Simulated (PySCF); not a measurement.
From one molecule to another.

First species: C4H7NSi.
SMILES: `C#C[C@H]1NC[SiH2]1`

Second species: C₄H₇NSi.
InChI=1S/C4H7NSi/c1-2-3-4-5-6/h1,4H,3H2,6H3/b5-4-

Levels: PBE0/def2-SVPD for dipole moment, HOMO energy, LUMO energy, HOMO–LUMO gap, static isotropic polarisability and electronic spatial extent ⟨r²⟩ about the centre of nuclear charge; TDDFT PBE0/def2-SVPD for lowest singlet excitation; TDA PBE0/def2-SVPD for lowest triplet excitation (Tamm–Dancoff); GFN2-xTB for rotational constant A and rotational constant C. Geometries: GFN2-xTB. Each species is one conformer at its optimised geometry, gas phase, non-relativistic unless stated; the electronic structure was computed with PySCF and density fitting.

Dipoles, sizes and rotational constants follow the conformer. The torsions of the flexible species, by atom-mapped SMILES:
- `[CH:1]#[C:2][CH2:3]/[CH:4]=[N:5]\[SiH3:6]`: C2–C3–C4–N5 -131°

Values for the first species:

| Item | Value |
| --- | --- |
| Dipole moment | 1.70 D |
| HOMO energy | -6.70 eV |
| LUMO energy | -0.20 eV |
| HOMO–LUMO gap | 6.50 eV |
| Lowest singlet excitation | 5.29 eV |
| Lowest triplet excitation (Tamm–Dancoff) | 5.06 eV |
| Static isotropic polarisability | 79.7 au |
| Electronic spatial extent ⟨r²⟩ about the centre of nuclear charge | 746 bohr² |
| Rotational constant A | 5.829 GHz |
| Rotational constant C | 1.675 GHz |

(1) Estimate the same properties for the second species, and the change in each.

Answers

(1) 
| property | first | second | second less first |
| --- | --- | --- | --- |
| dipole moment | 1.70 D | 1.47 D | -0.23 D |
| HOMO energy | -6.70 eV | -6.97 eV | -0.27 eV |
| LUMO energy | -0.20 eV | -0.82 eV | -0.62 eV |
| HOMO–LUMO gap | 6.50 eV | 6.15 eV | -0.35 eV |
| lowest singlet excitation | 5.29 eV | 4.19 eV | -1.10 eV |
| lowest triplet excitation (Tamm–Dancoff) | 5.06 eV | 3.61 eV | -1.45 eV |
| static isotropic polarisability | 79.7 au | 81.7 au | +2.0 au |
| electronic spatial extent ⟨r²⟩ about the centre of nuclear charge | 746 bohr² | 1026 bohr² | +280 bohr² |
| rotational constant A | 5.829 GHz | 9.331 GHz | +3.502 GHz |
| rotational constant C | 1.675 GHz | 1.144 GHz | -0.531 GHz |

On the first: The polarisability is 11.81 Å³ as a volume (1 au = 0.148185 Å³), or 1.53 au for each of the 52 electrons.

On the second: The polarisability is 12.11 Å³ as a volume (1 au = 0.148185 Å³), or 1.57 au for each of the 52 electrons.
